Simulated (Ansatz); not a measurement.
Ansatz (a first-principles code) job for Br₂Zr, SMILES [Br][Zr][Br], multiplicity 1, PBE-D3(BJ)/def2-SVP. 

Ansatz 0.2 input:
```yaml
crystal:
  periodic: [false, false, false]
  atoms:
    - {symbol: Zr, position_ang: [0.00000000, 0.00000000, -0.57349757]}
    - {symbol: Br, position_ang: [0.00000000, 2.30208931, 0.32771290]}
    - {symbol: Br, position_ang: [0.00000000, -2.30208931, 0.32771290]}
basis:
  gaussian:
    orbitals: def2-SVP
hamiltonian:
  xc: pbe
  dispersion: d3bj
relax: {f_tol: 0.002, max_steps: 200}
```

Output:

```
WARN ansatz: RAYON_NUM_THREADS=2 ignored (pool sized by the plan → 2); use --threads N
Functional definition: PBE
integrals: 0.04 GiB planned
968 factors; their error is unknown
mean field: 0.23 GiB planned
mean field evaluation 1: about -141335.9369 eV, gradient 1.7e1 eV
mean field evaluation 2: about -141333.8438 eV, gradient 2.7e1 eV
mean field evaluation 4: about -141336.7535 eV, gradient 4.5e0 eV
mean field evaluation 8: about -141336.8574 eV, gradient 3.5e-1 eV
mean field evaluation 16: about -141336.7501 eV, gradient 8.1e-4 eV
mean field evaluation 32: about -141334.9999 eV, gradient 1.4e1 eV
mean field -141336.75011048 eV, -5194.0297650700 hartree, gradient 3.6e-5 eV, S^2 0.000000; 4 other end points of the search recorded, 0 dependent functions left out
the calculation of the forces begins
reference -141336.75015820 eV, -5194.0297668239 hartree; 41, 41 occupied and 54, 54 virtual orbitals, 968 factors
relax step   1: F+E_penalty+E_count = -141336.83334908 eV  Δ(F+E_penalty+E_count) = +0.000e0 eV  max|allowed force component| = 1.756e-1 eV/Å  Δτ_max = 0.0000 Å  (164 SCF iters, accepted)
these checks for a lower state are left out or cut short: starts, cluster_reference, orbital_swaps, neighbouring_geometries, increment
integrals: 0.04 GiB planned
968 factors; their error is unknown
mean field: 0.23 GiB planned
mean field evaluation 64: about -141336.7535 eV, gradient 7.8e-6 eV
mean field -141336.75354012 eV, -5194.0298911072 hartree, gradient 7.8e-6 eV, S^2 0.000000; 0 other end points of the search recorded, 0 dependent functions left out
the calculation of the forces begins
reference -141336.75358768 eV, -5194.0298928548 hartree; 41, 41 occupied and 54, 54 virtual orbitals, 968 factors
relax step   2: F+E_penalty+E_count = -141336.83787848 eV  Δ(F+E_penalty+E_count) = -4.529e-3 eV  max|allowed force component| = 1.786e-1 eV/Å  Δτ_max = 0.0451 Å  (33 SCF iters, accepted)
these checks for a lower state are left out or cut short: starts, cluster_reference, orbital_swaps, neighbouring_geometries, increment
integrals: 0.04 GiB planned
968 factors; their error is unknown
mean field: 0.24 GiB planned
mean field -141336.75352355 eV, -5194.0298904980 hartree, gradient 2.2e-5 eV, S^2 0.000000; 0 other end points of the search recorded, 0 dependent functions left out
the calculation of the forces begins
reference -141336.75357091 eV, -5194.0298922384 hartree; 41, 41 occupied and 54, 54 virtual orbitals, 968 factors
relax step   3: F+E_penalty+E_count = -141336.83952954 eV  Δ(F+E_penalty+E_count) = -1.651e-3 eV  max|allowed force component| = 1.690e-1 eV/Å  Δτ_max = 0.1193 Å  (38 SCF iters, accepted)
these checks for a lower state are left out or cut short: starts, cluster_reference, orbital_swaps, neighbouring_geometries, increment
integrals: 0.04 GiB planned
968 factors; their error is unknown
mean field: 0.24 GiB planned
mean field -141336.75762610 eV, -5194.0300412639 hartree, gradient 1.3e-5 eV, S^2 0.000000; 0 other end points of the search recorded, 0 dependent functions left out
the calculation of the forces begins
reference -141336.75767360 eV, -5194.0300430094 hartree; 41, 41 occupied and 54, 54 virtual orbitals, 968 factors
relax step   4: F+E_penalty+E_count = -141336.84249566 eV  Δ(F+E_penalty+E_count) = -2.966e-3 eV  max|allowed force component| = 3.525e-2 eV/Å  Δτ_max = 0.0670 Å  (33 SCF iters, accepted)
these checks for a lower state are left out or cut short: starts, cluster_reference, orbital_swaps, neighbouring_geometries, increment
integrals: 0.04 GiB planned
968 factors; their error is unknown
mean field: 0.24 GiB planned
mean field -141336.75761862 eV, -5194.0300409891 hartree, gradient 2.2e-5 eV, S^2 0.000000; 0 other end points of the search recorded, 0 dependent functions left out
the calculation of the forces begins
reference -141336.75766607 eV, -5194.0300427328 hartree; 41, 41 occupied and 54, 54 virtual orbitals, 968 factors
relax step   5: F+E_penalty+E_count = -141336.84281038 eV  Δ(F+E_penalty+E_count) = -3.147e-4 eV  max|allowed force component| = 3.327e-3 eV/Å  Δτ_max = 0.0138 Å  (33 SCF iters, accepted)
these checks for a lower state are left out or cut short: starts, cluster_reference, orbital_swaps, neighbouring_geometries, increment
integrals: 0.04 GiB planned
968 factors; their error is unknown
mean field: 0.24 GiB planned
mean field evaluation 96: about -141336.7576 eV, gradient 1.2e-3 eV
mean field -141336.75756281 eV, -5194.0300389380 hartree, gradient 2.4e-5 eV, S^2 0.000000; 0 other end points of the search recorded, 0 dependent functions left out
the calculation of the forces begins
reference -141336.75761025 eV, -5194.0300406815 hartree; 41, 41 occupied and 54, 54 virtual orbitals, 968 factors
relax step   6: F+E_penalty+E_count = -141336.84282010 eV  Δ(F+E_penalty+E_count) = -9.723e-6 eV  max|allowed force component| = 3.922e-5 eV/Å  Δτ_max = 0.0034 Å  (34 SCF iters, accepted)
integrals: 0.04 GiB planned
968 factors; their error is unknown
mean field: 0.24 GiB planned
mean field evaluation 128: about -141335.0466 eV, gradient 1.4e1 eV
mean field evaluation 160: about -141336.6559 eV, gradient 4.1e0 eV
mean field -141336.75756281 eV, -5194.0300389380 hartree, gradient 4.4e-5 eV, S^2 0.000000; 5 other end points of the search recorded, 0 dependent functions left out
the calculation of the forces begins
reference -141336.75761025 eV, -5194.0300406814 hartree; 41, 41 occupied and 54, 54 virtual orbitals, 968 factors
Total energy: -141336.84286755 eV, -5194.0331738294 hartree
Atom 0 at     0.000000    -0.000000    -0.669212 Å, force     0.000000     0.000000    -0.000039 eV/Å
Atom 1 at    -0.000000     2.222212     0.375570 Å, force    -0.000000     0.000027     0.000020 eV/Å
Atom 2 at     0.000000    -2.222212     0.375570 Å, force    -0.000000    -0.000027     0.000020 eV/Å
Dipole moment:     0.000000     0.000000    -0.185313 e Å
```

The run converged.
